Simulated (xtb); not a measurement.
Sn(H)2(OH)2 (H4O2Sn), SMILES [OH][SnH2][OH]. All values are semi-empirical tight-binding results from xtb (GFN2-xTB unless named), good for trends rather than for accurate numbers. Coordinates come from a GFN2-xTB optimisation. Other conformers were not sampled.

For metal compounds this method's bond lengths and energies can be far off.

Computed properties:
```yaml
point_group_as_xtb_finds_it: C2
orbital_gap: 5.94 eV
zero_point_energy: 22.7 kcal/mol
G − E(el) at 298.15 K (modified RRHO): 4.6 kcal/mol
```
